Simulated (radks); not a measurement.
Problem. P+, 14 electrons, occupied as [Ne] 3s2 3p2 (the NIST ground configuration). Method: non-relativistic Kohn-Sham, Slater X-alpha with alpha = 1.032, spin-polarised, spherical densities, point nucleus; open shells are filled with parallel spins first; computed with a radial shooting solver on a logarithmic mesh with Libxc functionals. Some entries of the table are withheld. Estimate them.

| orbital | occ. | eigenvalue (hartree) | <r^2> (bohr^2) |
|---|---|---|---|
| 1s up | 1 | -78.65311 | 0.01435 |
| 1s down | 1 | -78.63499 | 0.01435 |
| 2s up | 1 | (1) | 0.3118 |
| 2s down | 1 | (2) | 0.3101 |
| 2p up | 3 | -5.53912 | 0.2779 |
| 2p down | 3 | -5.51141 | 0.2758 |
| 3s up | 1 | -1.04831 | 3.442 |
| 3s down | 1 | -0.87904 | 3.541 |
| 3p up | 2 | -0.69533 | 4.430 |
| 3p down | 0 | -0.53324 | 4.821 |

Solution. 
(1) 2s up eigenvalue (hartree): -7.28790
(2) 2s down eigenvalue (hartree): -7.26533
